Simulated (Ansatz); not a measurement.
`CC(C)[SiH](F)F` → F₂ + `CC(C)[SiH]` at 500 K and 1 bar (silylene formation by 1,1-elimination).

Isolated molecules relaxed with PBE0-D4/def2-TZVP in Ansatz; ΔE leaves out vibrations. CCSD(T)/CBS adds triple-zeta CCSD(T) − MP2 to the extrapolated MP2 energy (def2 sets, frozen cores). This one scheme is used for every species. Each species was taken in one conformer, which may not be the lowest.

```json
{"species": "`CC(C)[SiH](F)F`", "CCSD(T)/CBS energy (Eh)": "-607.79220", "H − E (kJ/mol)": "339.7", "S (J/(mol·K))": "445.0"}
{"species": "F₂", "CCSD(T)/CBS energy (Eh)": "-199.39789", "H − E (kJ/mol)": "21.7", "S (J/(mol·K))": "218.2"}
{"species": "`CC(C)[SiH]`", "CCSD(T)/CBS energy (Eh)": "-407.98328", "H − E (kJ/mol)": "303.7", "S (J/(mol·K))": "367.5"}
```

H − E and S are ideal-gas, rigid-rotor, harmonic terms from PBE0-D4/def2-TZVP, for one conformer and one mirror image of each species. 1 Eh = 2625.50 kJ/mol, R = 8.31446 J/(mol·K).

Q: By hand: ΔE, ΔH, ΔS and ΔG.

A: ΔE = (-199.39789) + (-407.98328) − (-607.79220) = 0.41103 Eh = 1079.2 kJ/mol. Δ(H − E) = 21.7 + 303.7 − 339.7 = -14.3, so ΔH = 1064.9 kJ/mol. ΔS = 218.2 + 367.5 − 445.0 = 140.7 J/(mol·K). ΔG = 1064.9 − 500 × (140.7)/1000 = 994.6 kJ/mol.

Q: By hand: the equilibrium constant, and the temperature at which ΔG would vanish if ΔH and ΔS stayed fixed.

A: log₁₀ K = −ΔG/(RT ln 10) = -103.9. ΔG = 0 at ΔH/ΔS = 7569 K, far beyond where these terms or the molecules hold.

The number of gas molecules changes by +1, which sets the sign of ΔS. A doubt of 5 kJ/mol in ΔE shifts log₁₀ K by 0.5 here. Other conformers and mirror images would add mixing entropy, several J/(mol·K) or more a flexible species. Modes under 60 cm⁻¹, often nearly free rotors, make the harmonic entropy too high. These are equilibria of isolated gas molecules and say nothing of rates. Largest T1 diagnostic: 0.012 (customary marks: 0.02 for closed shells, 0.045 for open ones).
